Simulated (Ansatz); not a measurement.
AlBH6N2, SMILES `N[B](N)[AlH2]`, relaxed with RKS PBE-D4/def2-SVP in Ansatz 0.2.0 from a rough embedded geometry. The force threshold is 0.03 eV/Å; the program also tests the step.

Charge 0, multiplicity 1.

Start:

```xyz
10

N     0.017   -0.365    1.530
B     0.259   -0.061    0.106
N     1.674   -0.132   -0.383
Al   -1.255    0.455   -1.270
H    -0.723   -1.182    1.568
H    -0.538    0.457    1.960
H     2.051   -1.074   -0.245
H     2.247    0.536    0.133
H    -0.955    0.827   -2.730
H    -2.776    0.539   -0.668
```

```csv
step,energy (eV),largest force (eV/Å),largest move (Å)
1,-10336.5575,1.743,0.000
2,-10336.8026,0.923,0.134
3,-10336.9392,1.146,0.200
4,-10337.0482,2.257,0.199
5,-10337.3271,1.924,0.200
6,-10337.6828,1.669,0.195
7,-10338.0233,1.645,0.195
8,-10338.3233,1.613,0.195
9,-10338.5087,1.368,0.200
10,-10338.7069,1.334,0.200
11,-10338.8847,0.343,0.200
12,-10338.9242,0.076,0.178
13,-10338.9253,0.019,0.028
```

End:

```xyz
10

N    -0.219   -0.186    1.550
B     0.198   -0.072    0.193
N     1.550   -0.318   -0.183
Al   -1.246    0.475   -1.291
H     0.400   -0.445    2.323
H    -1.177   -0.020    1.849
H     1.879   -0.243   -1.143
H     2.289   -0.586    0.472
H    -0.877    0.657   -2.855
H    -2.798    0.738   -0.916
```

It took 18 s on 2 threads of an Arm Neoverse V2 on a shared host, with 0.12 GiB of host memory at the peak.
